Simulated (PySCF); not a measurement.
Working out the ionisation energy of Co+

Co+ [Ar] 3d8 (3F) → Co(2+) [Ar] 3d7 (4F). Computed with PySCF 2.14 in 6-31G* (5s4p2d1f, 34 functions), with no relativity, point nucleus. Frozen: [Ar]. Energies in hartree (1 hartree = 27.21139 eV):

```
             part   Co+ (lower)  Co(2+) (upper)
              UHF  -1380.860532    -1380.394499
MP2 opposite-spin     -0.096541       -0.053690
    MP2 same-spin     -0.058521       -0.040234
```

Task: What does Hartree-Fock give?

Result: (-1380.394499) − (-1380.860532) = 0.466033 hartree = 12.681 eV.

Task: What do MP2 and SCS-MP2 (6/5 opposite-spin, 1/3 same-spin) give?

Result: The opposite-spin parts differ by 1.166 eV and the same-spin parts by 0.498 eV. MP2: 12.681 + (1.166) + (0.498) = 14.345 eV. SCS-MP2: 12.681 + 1.2 × (1.166) + (0.498)/3 = 14.246 eV.

Reference: 17.084 eV (measured; NIST Atomic Spectra Database, ionization energies), between the lowest levels; spin-orbit coupling is absent from the calculation.

The calculation is non-relativistic.

What remains against the reference includes basis incompleteness, the frozen core and correlation beyond second order.
